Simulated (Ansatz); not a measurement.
Cu3H2⁺. Charge 1, multiplicity 3. Geometry B3LYP-D4/def2-TZVP; atoms count from 1.

```xyz
5

Cu   -0.162    0.130    0.115
Cu    3.087   -0.110   -0.412
Cu   -2.648   -0.492   -0.110
H    -1.676    0.501    0.588
H     1.398   -0.029   -0.181
```

At PBE0-D4/def2-TZVP a singlet of charge 1 lies 2.98 eV below the triplet, each at its own geometry. The structure comes from a short search, and lower isomers may exist.

**Question.** Estimate the Mulliken populations from the PBE0/def2-TZVP orbitals of Ansatz.

**Answer.** 
| atom | charge (e) | spin (α − β) | d electrons |
| --- | --- | --- | --- |
| Cu1 | -0.26 | 0.26 | 9.91 |
| Cu2 | 0.27 | 1.62 | 9.34 |
| Cu3 | 0.45 | 0.01 | 9.91 |
| H4 | 0.19 | 0.01 | – |
| H5 | 0.35 | 0.10 | – |
Mulliken values and Mayer orders depend strongly on the basis.

**Question.** Where does the spin sit?

**Answer.** Summed by element: Cu 1.89, H 0.11, of 2 unpaired in all. Largest on single atoms: Cu2 1.62, Cu1 0.26, H5 0.10.

**Question.** And the Mayer bond orders between bonded heavy atoms (over 0.3)?

**Answer.** Cu1–Cu3 0.48 (2.57 Å). Values over 0.3 also appear between atoms too far apart for a bond (Cu1–Cu2 0.41 at 3.30 Å); they arise where an orbital or an unpaired electron spreads over both atoms.
